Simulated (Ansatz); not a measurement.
Born–Oppenheimer molecular dynamics of CH$_{7}$BOS (11 atoms, charge 0, multiplicity 1). It starts at the highest image of a converged band, a first-order saddle point between two minima.

All numbers below come from RKS BHLYP-D4/6-31G* in Ansatz.

```json
{
 "ensemble": "NVE (velocity Verlet)",
 "time step": "0.5 fs",
 "steps asked": "200",
 "starting velocities drawn for": "100 K",
 "seed": "2855"
}
```

First frame:

```xyz
11
Properties=species:S:1:pos:R:3
B -0.058 0.255 0.219
O -0.188 -0.165 1.682
H -1.054 -0.543 1.856
H 1.043 0.073 -0.184
C -1.322 -0.056 -0.670
H -1.404 -1.131 -0.837
H -2.261 0.276 -0.223
H -1.247 0.411 -1.649
S -0.094 2.322 0.831
H 1.222 2.478 0.996
H -0.220 1.109 1.837
```

How far do the bonds stretch over the last three quarters of this one trajectory? (Pairs bonded in most of those frames.)


```tsv
bond	mean (Å)	spread (Å)	shortest	longest
B1–O2	1.355	0.035	1.31	1.42
B1–H4	1.196	0.023	1.16	1.23
B1–C5	1.582	0.025	1.54	1.63
O2–H3	0.958	0.003	0.95	0.96
C5–H6	1.093	0.005	1.08	1.10
C5–H7	1.091	0.013	1.07	1.11
C5–H8	1.088	0.004	1.08	1.10
S9–H10	1.339	0.005	1.33	1.35
S9–H11	1.348	0.039	1.29	1.41
```

Mean temperature of the second half: 1043 K. The conserved energy stayed within 0.063 meV per atom of its start (net change -0.0023 meV per atom), so the integration is sound. The kinetic energy rose, since the run started high on the potential surface and went downhill. It ends in pieces (CH5BO + H2S), so much of that is their flight and rotation, not heat. A run of 0.1 ps of so small a system gives no equilibrium averages. The orbitals stay closed-shell, which can raise the energy where a bond breaks towards radicals; this wasn't checked here.

Run time: 13 min on 1 thread of Arm Neoverse V1 (shared host), peak memory 0.17 GiB.
